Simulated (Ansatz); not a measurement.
Cost and result for the atomization energy of `C=C[SiH2]N[SiH2]O` (15 atoms, 14 bonds).

```xyz
15

C     0.726   -1.874   -0.707
C    -0.439   -1.809   -0.066
Si   -1.462   -0.251    0.045
N    -0.566    1.124   -0.493
Si    0.659    1.940    0.403
O     1.393    0.869    1.409
H     1.141   -1.005   -1.214
H     1.307   -2.789   -0.770
H    -0.812   -2.716    0.410
H    -1.879   -0.065    1.459
H    -2.675   -0.395   -0.804
H    -0.715    1.423   -1.444
H     1.580    2.556   -0.593
H     0.146    2.989    1.315
H     1.598    0.002    1.050
```

The species carries charge 0 and has multiplicity 1. The structure was optimised at the PBE0-D4/def2-TZVP level. It is one conformer, not always the lowest. Program: Ansatz. All runs use 2 threads of an AMD EPYC 7R13 on a shared host and a share of an NVIDIA H100 80 GB. Times are those of one run each, without the atoms' runs, and a repeat can differ threefold. Electronic energies, without spin–orbit coupling; frozen cores. CCSD(T)/CBS adds CCSD(T) − MP2 in def2-TZVPP to the MP2 limit, and its time is that of the two runs behind it. T1 = 0.011. B3LYP takes the VWN-RPA correlation (the form of Gaussian; ORCA's B3LYP/G).

CCSD(T)/CBS is a level of theory with its own doubt, some kJ/mol a heavy atom from the limit and from the frozen cores, so smaller differences don't rank the functionals.

```csv
level,functions,wall time,atomization (kcal/mol),difference from CCSD(T)/CBS,per bond
PBE-D4/def2-TZVPP (with forces),334,3.8 s,1346.9,8.8,0.6
B2PLYP/def2-TZVPP,334,6.5 s,1320.4,-17.7,-1.3
PBE0-D4/def2-TZVPP,334,6.5 s,1328.0,-10.1,-0.7
B3LYP-D4/def2-TZVPP (with forces),334,6.5 s,1336.4,-1.7,-0.1
MP2/def2-QZVPP,638,6.5 s,1339.0,0.9,0.1
r2SCAN-D4/def2-TZVPP (with forces),334,7 s,1333.3,-4.8,-0.3
ωB97X-V/def2-TZVPP,334,8 s,1340.3,2.2,0.2
ωB97M-V/def2-TZVPP (with forces),334,8 s,1339.9,1.8,0.1
CCSD(T)/def2-TZVPP,334,9 s,1300.4,-37.7,-2.7
CCSD(T)/CBS(def2),–,16 s,1338.1,0.0,0.0
```

In def2-TZVPP, CCSD(T) changes the Hartree–Fock value by +323.7 kcal/mol (the triples alone add +18.1 kcal/mol) and MP2 by +339.6 kcal/mol; breaking electron pairs costs correlation energy, which Hartree–Fock lacks. From PBE to PBE0 (25 % exact exchange), in def2-TZVPP and without D4, the atomization energy moves by −17.5 kcal/mol: exact exchange takes away binding that semilocal exchange gives to molecules. The D4 term adds +14.7 kcal/mol with B3LYP and +7.9 kcal/mol with PBE0; it sums over pairs of atoms, weighted by their polarisabilities, and B3LYP, whose exchange is more repulsive, gets the larger term.
